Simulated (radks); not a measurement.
Task: Charge is removed step by step from the 5s1/2 level of Xe, starting from [Xe]. All-electron calculation, Dirac Kohn-Sham, PBE, spin-unpolarised, spherical densities, point nucleus. Program: a radial shooting solver on a logarithmic mesh with Libxc functionals. At the starting occupation the eigenvalue is -19.715 eV. Estimate the energy to remove one whole electron from this level, the eigenvalue at the end, and how far E(n) bends from a straight line.

Result: Delta-SCF 24.657 eV; final eigenvalue -29.771 eV; the deviation from the straight line is -1.258 eV at 0.5 electron removed, the largest on the grid computed. Slater's transition state (half an electron removed) gives 24.614 eV. Integrating minus the eigenvalue over the occupation (Janak's theorem) gives 24.657 eV. The mean slope of the eigenvalue, de/dn, is 10.1 eV per electron.
